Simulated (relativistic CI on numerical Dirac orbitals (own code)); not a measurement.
# Hyperfine structure of Re⁹⁺, mass number 185

Calculated at this level of theory: Dirac-Coulomb-Breit CI, KLI orbitals optimised for each configuration, model QED, unscaled Slater integrals (own radial code, finite nucleus).

Configuration list (outside the closed core [Kr] 4d10): 4f14 5s2 5p4, 4f13 5s2 5p5, 4f14 5s 5p5, 4f14 5s2 5p3 5d, 4f14 5s 5p4 5d, 4f13 5s2 5p4 5d, 4f14 5s2 5p3 5f, 4f14 5s2 5p3 6s, 4f14 5s2 5p3 5g, 4f14 5p6, 4f13 5p6 5d. Double excitations out of closed p, d and f shells are left out; levels of such configurations are missing from the list, as are those of other unlisted configurations, and high levels can miss mixing partners.

Nuclear spin I = 5/2, μ = 3.176 μN, Q = 2.07 b (tables of Stone and Pyykkö). The electronic factors are computed for point nuclear moments, without core polarisation or the Bohr-Weisskopf and QED corrections.

```tsv
Level	E (cm⁻¹)	A (MHz)	B (MHz)
4f14 5s2 5p4 3P_2	0.0	9846	9430
4f13 5s2 5p5 3F_4	84212.0	3578	13400
4f13 5s2 5p5 1F_3	85383.5	2254	28000
4f13 5s2 5p5 3G_5	89987.0	4414	-40400
4f14 5s2 5p4 3P_1	98108.9	-10290	-16100
4f13 5s2 5p5 3F_3	101788.0	5394	9220
4f13 5s2 5p5 3D_2	108592.3	3646	20400
4f13 5s2 5p5 3G_4	115847.8	6057	-37200
```

Levels with J = 0, under 50 % of one LS term, or S terms without an open s electron are left out. Small factors come from cancelling terms and can be off by tens of per cent or more.

At this charge transitions that keep the count of f electrons are usually good to a few per cent. Levels and lines within the n = 5 or 6 shells can be off by up to 10 % or somewhat more, and those that change n by about 2 %, since core polarisation is missing. Levels that differ in their count of f electrons can be misplaced by several ten thousand cm⁻¹, since the correlation energy of f electrons is missing or only estimated; rates across such gaps can be off by orders of magnitude.

Question: Give the hyperfine levels of 4f14 5s2 5p4 3P_2 relative to its centre of gravity.

Answer: With K = F(F + 1) − I(I + 1) − J(J + 1), E = AK/2 + B[¾K(K + 1) − I(I + 1)J(J + 1)]/[2I(2I − 1)J(2J − 1)]: F = 1/2: -62320, F = 3/2: -51790, F = 5/2: -31890, F = 7/2: 913.6, F = 9/2: 51590 MHz.

LS names give the leading component of a level, which can be under half, so a name can repeat, a term be missing and a line seem to break the LS rules.
